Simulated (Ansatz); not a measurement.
FHSn (SMILES [F][SnH]), charge 0, multiplicity 1, relaxed at each level with Ansatz (a first-principles code); harmonic frequencies from differences of analytic forces, average atomic masses, frozen cores. Elements past Kr take the def2 small-core potentials, without spin–orbit coupling.

| level | Sn1–H2 (Å) | Sn1–F3 (Å) | H2–Sn1–F3 (°) | dipole (D) |
|---|---|---|---|---|
| HF/def2-TZVPP | 1.7701 | 1.9212 | 93.5 | 2.85 |
| PBE/def2-TZVPP | 1.8067 | 1.9724 | 93.5 | 2.76 |
| r2SCAN/def2-TZVPP | 1.7857 | 1.9470 | 93.0 | 2.68 |
| B3LYP/def2-TZVPP | 1.7933 | 1.9611 | 93.5 | 2.94 |
| PBE0/def2-TZVPP | 1.7852 | 1.9447 | 93.3 | 2.78 |
| wB97X-V/def2-TZVPP | 1.7733 | 1.9438 | 93.2 | 2.79 |
| MP2/def2-TZVPP | 1.7784 | 1.9495 | 93.7 | 2.75 |
| CCSD(T)/def2-SVP | 1.7928 | 1.9648 | 94.3 | 2.72 |
| CCSD(T)/def2-TZVPP | 1.7897 | 1.9475 | 93.7 | 2.74 |
